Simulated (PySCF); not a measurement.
This PySCF input asks for the NMR shieldings of SMILES C=C(C)[C@H]1OC[SiH2]1, C₅H₁₀OSi; the geometry comes from GFN2-xTB.

```python
import basis_set_exchange as bse
import numpy as np
from pyscf import gto, dft
from pyscf.prop import nmr

atoms = """
C    -1.634755   -1.622742   -0.667161
C    -1.000346   -0.500036   -0.360642
C    -1.654303    0.628296    0.373031
C     0.446081   -0.305159   -0.686642
O     0.800789    1.060117   -0.974750
C     1.761839    1.376218    0.040289
Si    1.697503   -0.387687    0.789043
H    -1.148973   -2.425322   -1.196488
H    -2.664078   -1.784105   -0.396801
H    -2.717876    0.447366    0.500677
H    -1.509457    1.552996   -0.182643
H    -1.195020    0.754647    1.354235
H     0.717484   -0.933841   -1.543129
H     1.397679    2.200730    0.661656
H     2.700945    1.694849   -0.421891
H     2.872228   -1.227882    0.575397
H     1.123261   -0.516416    2.125911
"""
names = dict.fromkeys(["C", "O", "Si", "H"], "pcSseg-1")
basis = {el: gto.basis.parse(bse.get_basis(n, elements=[el], fmt="nwchem")) for el, n in names.items()}
mol = gto.M(atom=atoms, basis=basis, charge=0, verbose=0)
mf = dft.RKS(mol, xc="PBE0")
mf.grids.level = 2
mf.grids.alignment = dft.numint.BLKSIZE   # the property module wants whole blocks of grid points
mf.conv_tol = 1e-9
mf.kernel()

calc = nmr.RKS(mf)   # GIAO
C = mf.mo_coeff
Co = C[:, mf.mo_occ > 0]
resp = mf.gen_response(singlet=True, hermi=2)
def vind(x):   # induced exchange potential for any number of trial vectors
    d = np.einsum("pi,xij,qj->xpq", C, 2 * x.reshape(-1, C.shape[1], Co.shape[1]), Co, optimize=True)
    return np.einsum("xpq,pi,qj->xij", resp(d - d.transpose(0, 2, 1)), C, Co, optimize=True).ravel()
mo1, _ = nmr.rhf.solve_mo1(calc, with_cphf=vind)
sigma = calc.kernel(mo1)
for i, s in enumerate(sigma):   # ppm
    w = np.linalg.eigvalsh((s + s.T) / 2)
    print("%2d %-2s iso %8.1f  s11 %8.1f  s22 %8.1f  s33 %8.1f" % (i, mol.atom_pure_symbol(i), w.mean(), *w))
```

**Question.** Give the expected output.

**Answer.** 
```
 0 C  iso     78.8  s11    -19.1  s22    103.5  s33    152.0
 1 C  iso     27.9  s11    -91.2  s22     23.9  s33    151.0
 2 C  iso    166.0  s11    153.7  s22    160.1  s33    184.2
 3 C  iso    101.8  s11     70.1  s22     86.2  s33    149.1
 4 O  iso    285.1  s11    206.7  s22    294.5  s33    354.2
 5 C  iso    124.1  s11     82.1  s22     98.5  s33    191.8
 6 Si iso    368.4  s11    331.9  s22    347.4  s33    426.0
 7 H  iso     27.0  s11     24.5  s22     25.3  s33     31.2
 8 H  iso     26.9  s11     24.1  s22     25.4  s33     31.2
 9 H  iso     29.9  s11     26.0  s22     28.5  s33     35.2
10 H  iso     28.8  s11     24.2  s22     28.7  s33     33.6
11 H  iso     29.6  s11     25.7  s22     28.8  s33     34.2
12 H  iso     26.3  s11     23.2  s22     25.6  s33     30.2
13 H  iso     27.1  s11     24.1  s22     24.5  s33     32.6
14 H  iso     27.1  s11     24.2  s22     24.6  s33     32.5
15 H  iso     26.5  s11     24.2  s22     24.6  s33     30.8
16 H  iso     26.7  s11     23.9  s22     25.8  s33     30.3
```

These numbers come from an equivalent density-fitted implementation of the same equations, which agrees with the script to about 0.01 ppm for H and up to a few tenths of a ppm for heavy atoms, so last digits may differ.

**Question.** Turn these shieldings into chemical shifts. Scale: 13C (186.93 ppm), 29Si (349.16 ppm), 1H (31.72 ppm) against TMS; 17O (336.08 ppm) vs H2O (reference shieldings calculated alike).

**Answer.** Averaging equivalent atoms: C 1: 159.0; C 0: 108.1; C 3: 85.1; C 5: 62.8; C 2: 20.9; O 4: 50.9; Si 6: -19.3; H 12: 5.39; H 15: 5.20; H 16: 5.03; H 8: 4.82; H 7: 4.73; H 13: 4.65; H 14: 4.61; H 9/10/11: 2.28 ppm. Experimental scales use liquid or dissolved standards, which lie at an offset from isolated H2O (liquid H2O: subtract about 36 ppm).

Size and cost of the density-fitted run: 176 basis functions, 30 s wall time on 1 thread of an Arm Neoverse V2, shared host; peak memory 0.77 GiB.
